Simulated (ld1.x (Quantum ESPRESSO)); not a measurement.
Configuration tests for Dy (Z = 66) (TM)

```json
{
 "Element": "dysprosium (Dy)",
 "Generator": "ld1.x (Quantum ESPRESSO) 7.5",
 "Type": "norm-conserving Troullier–Martins (Kleinman–Bylander form)",
 "Functional": "PBE",
 "Relativity": "scalar-relativistic",
 "Frozen core": "[Xe]",
 "Valence charge": "12",
 "Reference configuration": "4f10 5d0 6s1.5 6p0 (charge +0.5)",
 "Partial waves": "6s (bound): rc 3.10 bohr; 5d (bound, empty): rc 3.35 bohr; 4f (bound): rc 1.45 bohr; 6p (bound, empty): rc 4.20 bohr",
 "Local potential": "the p channel",
 "Core correction": "none"
}
```

Energies are relative to the spin-unpolarised reference configuration 4f10 5d0 6s1.5 6p0; without spin polarisation the order of configurations can differ from experiment.

```csv
valence configuration,charge,ΔE all-electron (eV),error AE − PS (meV)
4f10 5d0 6s2 6p0,0,-2.480,+4.1
4f10 5d0 6s1 6p0,+1,3.755,+9.1
4f10 5d0 6s0 6p0,+2,15.423,+260
4f11 5d0 6s0 6p0,+1,5.530,-1037
4f9 5d0 6s2 6p0,+1,7.739,-1734
4f10 5d0 6s0 6p2,0,3.027,+43
```

Problem. What are ΔE and the potential's error for 4f8 5d0 6s0 6p0?

Solution. ΔE = 85.776 eV all-electron; the error (AE − PS) is -8211 meV.

These tests converged, but a pseudo level misses the all-electron one widely, so the file describes the atom poorly there or has found another state: 4f8 5d0 6s0 6p0: 4f by 8.5 eV (a node warning on the way); 4f11 5d0 6s0 6p0: 4f by 1.1 eV; 4f9 5d0 6s2 6p0: 4f by 3.5 eV.
